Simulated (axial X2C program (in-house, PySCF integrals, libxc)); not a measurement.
Spin–orbit effects down a group: molecules with Rb, CCSD(T)

All values come from calculations with an in-house all-electron X2C program for linear molecules (integrals from PySCF), spin-free (one-electron X2C) or two-component (2c: spin–orbit coupling with atomic mean-field Coulomb and Gaunt terms, which also bring small scalar terms), in Dyall basis sets with cores contracted in-house; open shells are unrestricted.

Basis sets: H dyall-v3z, Li dyall-cv3z, Na dyall-cv3z, Rb dyall-cv3z. Frozen shells (counts by l): RbH Rb 3s2p1d, H none, 10 electrons correlated; LiRb Rb 3s2p1d, Li 1s, 10 electrons correlated; NaRb Rb 3s2p1d, Na 2s1p, 10 electrons correlated. Coupled cluster in natural virtuals with an MP2 remainder. Where the outer core of a metal is frozen, bonds come out longer and ionisation energies lower.

```csv
molecule,spin-free state,Re (Å),ωe (cm⁻¹),De (eV),2c state,Re 2c (Å),ωe 2c (cm⁻¹),De 2c (eV)
RbH,"M_S = 0, Λ = 0",2.371,941.4,1.72,Ω = 0,2.371,941.6,1.72
LiRb,"M_S = 0, Λ = 0",3.490,195.0,0.71,Ω = 0,3.491,196.0,0.71
NaRb,"M_S = 0, Λ = 0",3.703,104.7,0.60,Ω = 0,3.704,104.5,0.60
```

Each entry is the lowest single determinant of a limited PBE0 search at one distance. De goes to single-determinant-based atoms at the same level (for ions the charge split of lowest energy) and is withheld (n/a) where an atom does not fit its ground term or J level. Main or longest-lived isotopes.
